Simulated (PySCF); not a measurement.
A species of formula C4H10GeSi has this rotational fingerprint, computed with PBE0-D3(BJ)/def2-SVP geometry optimisation, gas phase (PySCF 2.14.0):

```
Rotational constants : A = 4792, B = 765.4, C = 688.8 MHz
Dipole components    : |μa| = 0.38 D, |μb| = 0.95 D, |μc| = 0.46 D
Inertial defect      : -32.03 u·Å²
κ                    : -0.96
```

Problem. Which structure is it? (One computed conformer of each.)
A. `[CH3:1][CH2:2][SiH2:3][C:4]#[C:5][GeH3:6]` with C1–C2–Si3–C4 -60°
B. `[CH:1]#[C:2][SiH2:3][C@@H:4]([CH3:5])[GeH3:6]` with C2–Si3–C4–C5 55°
C. `C[SiH](C)C#[C][GeH3]`

Solution. B. It is C#C[SiH2][C@@H](C)[GeH3], a near-prolate asymmetric top, point group C1. The candidates at the same level (rigid rotor, commonest isotopes):

```json
{"SMILES": "C#C[SiH2][C@@H](C)[GeH3]", "A (MHz)": "4792", "B (MHz)": "765.4", "C (MHz)": "688.8", "μa (D)": "0.38", "μb (D)": "0.95", "μc (D)": "0.46", "Δ (u·Å²)": "-32.03", "point group": "C1", "rotor": "near-prolate asymmetric top"}
{"SMILES": "C[SiH](C)C#[C][GeH3]", "A (MHz)": "4855", "B (MHz)": "509.4", "C (MHz)": "479.3", "μa (D)": "0.39", "μb (D)": "0.00", "μc (D)": "0.64", "Δ (u·Å²)": "-41.71", "point group": "–", "rotor": "near-prolate asymmetric top"}
{"SMILES": "CC[SiH2]C#[C][GeH3]", "A (MHz)": "4424", "B (MHz)": "517.0", "C (MHz)": "476.5", "μa (D)": "0.14", "μb (D)": "0.75", "μc (D)": "0.30", "Δ (u·Å²)": "-31.00", "point group": "C1", "rotor": "near-prolate asymmetric top"}
```

`C[SiH](C)C#[C][GeH3]` has B 33 % too low; `CC[SiH2]C#[C][GeH3]` has B 32 % too low. No structure here is proved a minimum.
